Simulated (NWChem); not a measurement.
# boron oxyfluoride (BOF); SMILES FB=O

All runs: NWChem. Pople sets run with spherical d functions. Coordinates come from a PBE-D3(BJ)/def2-SVP optimisation. Static field.

| level | basis functions | isotropic polarisability (bohr³) | anisotropy (bohr³) | relative time |
|---|---|---|---|---|
| PBE0/6-31G* | 42 | 12.0 | 9.1 | 1 |
| PBE0/6-31+G* | 54 | 14.4 | 11.4 | 3 |
| PBE0/def2-SVP | 42 | 12.0 | 8.7 | 1 |
| PBE0/def2-SVPD | 66 | 16.7 | 7.8 | 3 |
| PBE0/def2-TZVP | 93 | 15.3 | 8.6 | 10 |
| PBE0/aug-cc-pVDZ | 69 | 16.5 | 8.2 | 5 |
| PBE0/d-aug-cc-pVDZ | 96 | 17.0 | 7.7 | 10 |
| PBE0/def2-TZVPD | 117 | 17.0 | 7.5 | 20 |
| PBE0/aug-cc-pVTZ | 138 | 16.9 | 7.7 | 30 |

Relative times are rough (shared machine, one core).
